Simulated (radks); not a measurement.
Values are calculated unless marked as measured or tabulated.
How relativity changes the ionisation of neutral europium ([Xe] 4f7 6s2) to Eu+ ([Xe] 4f7 6s1). Spin-unpolarised spherical Kohn-Sham, PBEsol, point nucleus unless stated (finite: rms radius 5.1115 fm), a radial shooting solver on a logarithmic mesh with Libxc functionals. A level marked "c x" has the speed of light scaled by that factor and shares open shells by 2j + 1; other Dirac levels either fill j = l - 1/2 first or share by 2j + 1.

level                               E(Eu) (hartree)  E(Eu+) (hartree)  IE (eV)   HOMO  <r> HOMO (bohr)
non-rel.                                -10422.7725       -10422.5639    5.678     6s            4.507
scalar-rel.                             -10840.3034       -10840.0816    6.036     4f           0.9777
scalar-rel., finite nucleus             -10839.5387       -10839.3169    6.035     4f           0.9776
Dirac, 2j+1 shares                      -10848.3924       -10848.1705    6.038  4f7/2           0.9885
Dirac, low j first                      -10848.4602       -10848.2385    6.032  4f7/2           0.9948
Dirac, 2j+1 shares, finite nucleus      -10847.6234       -10847.4015    6.037  4f7/2           0.9885
Dirac, c x 1.25                         -10684.2259       -10684.0095    5.887  6s1/2            4.349
Dirac, c x 2                            -10520.7571       -10520.5457    5.752  6s1/2            4.449
Dirac, c x 5                            -10438.1214       -10437.9124    5.689  6s1/2            4.498

NIST Atomic Spectra Database: 5.670 eV (measured). The relativistic part of the total energy of Eu is -424.9 hartree (Dirac, 2j+1 shares, finite nucleus), 4.1 % of the non-relativistic value. Spin polarisation and multiplet splitting of open shells are left out at every level.

Beside tabulated values, note that relativity, absent from the non-relativistic runs, is large for the heavy elements, and spin-unpolarised runs miss the spin-polarisation part of the exchange energy of open shells.
